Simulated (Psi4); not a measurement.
H4GeO4, charge -1, doublet, at a GFN2-xTB geometry (a state made from the parent by changing its charge; the spin is typed, not shown lowest) (a gas-phase anion, which may not be bound at this level); B3LYP5/6-31G* in Psi4.

Psi4 was given this input:
```
memory 2 GB

molecule mol {
-1 2
  O     0.489679    1.357998   -0.984534
  Ge    0.090617   -0.240821   -0.043915
  O    -1.126535    0.334484    1.293170
  O    -1.425261   -0.851479   -1.343498
  O     1.784090   -0.102127    1.169601
  H    -0.207767    1.419464   -1.631014
  H    -0.561057    0.623728    2.003605
  H    -2.177252   -0.826724   -0.757798
  H     2.270548    0.578784    0.712585
}

set basis 6-31g*
set reference uks

energy('b3lyp5')
print_variables()
```

Q: What does Psi4 print? Leave out banner, timings and long lists.

A: 
```
   => Loading Basis Set <=

    Name: 6-31G*
    Role: ORBITAL
    Keyword: BASIS

         ---------------------------------------------------------
                                   SCF
               by Justin Turney, Rob Parrish, Andy Simmonett
                          and Daniel G. A. Smith
                              UKS Reference
         ---------------------------------------------------------

  ==> Geometry <==

    Molecular point group: c1
    Full point group: C1

    Geometry (in Angstrom), charge = -1, multiplicity = 2:

       Center              X                  Y                   Z               Mass
    ------------   -----------------  -----------------  -----------------  -----------------
         O            0.478612561841     1.387407925174    -0.979171085043    15.994914619570
         GE           0.079550561841    -0.211411074826    -0.038552085043    73.921177761000
         O           -1.137601438159     0.363893925174     1.298532914957    15.994914619570
         O           -1.436327438159    -0.822069074826    -1.338135085043    15.994914619570
         O            1.773023561841    -0.072717074826     1.174963914957    15.994914619570
         H           -0.218833438159     1.448873925174    -1.625651085043     1.007825032230
         H           -0.572123438159     0.653137925174     2.008967914957     1.007825032230
         H           -2.188318438159    -0.797314074826    -0.752435085043     1.007825032230
         H            2.259481561841     0.608193925174     0.717947914957     1.007825032230

  Running in c1 symmetry.

  Rotational constants: A =      0.14003  B =      0.08755  C =      0.07419 [cm^-1]
  Rotational constants: A =   4197.85984  B =   2624.63279  C =   2224.13622 [MHz]
  Nuclear repulsion =  401.268137171832052

  Charge       = -1
  Multiplicity = 2
  Electrons    = 69
  Nalpha       = 35
  Nbeta        = 34

  ==> Algorithm <==

  SCF Algorithm Type is DF.
  DIIS enabled.
  MOM disabled.
  Fractional occupation disabled.
  Guess Type is SAD.
  Energy threshold   = 1.00e-06
  Density threshold  = 1.00e-06
  Integral threshold = 1.00e-12

  ==> Primary Basis <==

  Basis Set: 6-31G*
    Blend: 6-31G*
    Number of shells: 44
    Number of basis functions: 103
    Number of Cartesian functions: 103
    Spherical Harmonics?: false
    Max angular momentum: 2

  ==> DFT Potential <==

   => LibXC <=

    Version 7.1.2
[...]
      Ntotal   =   69.0000279710 ; deviation = 2.797e-05

   @Spin Contamination Metric:   5.083891060E-03
   @S^2 Expected:                7.500000000E-01
   @S^2 Observed:                7.550838911E-01
   @S   Expected:                5.000000000E-01
   @S   Observed:                5.000000000E-01

    Orbital Energies [Eh]
    ---------------------

    Alpha Occupied:

[...]
    Alpha Virtual:

[...]
    Beta Occupied:

[...]
      34A     -0.064182

    Beta Virtual:

[...]
    Final Occupation by Irrep:
              A
    DOCC [    34 ]
    SOCC [     1 ]
    NA   [    35 ]
    NB   [    34 ]

  @DF-UKS Final Energy: -2379.74450324851250

   => Energetics <=

    Nuclear Repulsion Energy =            401.2681371718320520
    One-Electron Energy =               -4126.6147838015294838
    Two-Electron Energy =                1438.1457908710083302
    DFT Exchange-Correlation Energy =     -92.5436474898239680
    Empirical Dispersion Energy =           0.0000000000000000
    VV10 Nonlocal Energy =                  0.0000000000000000
    Total Energy =                      -2379.7445032485125012

  UHF NO Occupations:
  HONO-2 :   33  A 1.9992968
  HONO-1 :   34  A 1.9984035
  HONO-0 :   35  A 1.0000000
  LUNO+0 :   36  A 0.0015965
  LUNO+1 :   37  A 0.0007032
  LUNO+2 :   38  A 0.0000617
  LUNO+3 :   39  A 0.0000367

Computation Completed

Properties will be evaluated at   0.000000,   0.000000,   0.000000 [a0]

Properties computed using the SCF density matrix

 Multipole Moments:

 ------------------------------------------------------------------------------------
     Multipole            Electronic (a.u.)      Nuclear  (a.u.)        Total (a.u.)
 ------------------------------------------------------------------------------------

 L = 1.  Multiply by 2.5417464519 to convert [e a0] to [Debye]
 Dipole X            :          1.2989340           -1.4220525           -0.1231185
 Dipole Y            :         -3.4520098            3.7791932            0.3271834
 Dipole Z            :         -0.6294953            0.6891609            0.0596656
 Magnitude           :                                                    0.3546366

 ------------------------------------------------------------------------------------

  Variable Map:
  ----------------------------------------------------------------------------
[...]
  Array Variable Map:
  ----------------------------------------------------------------------------
[...]
[...]
```
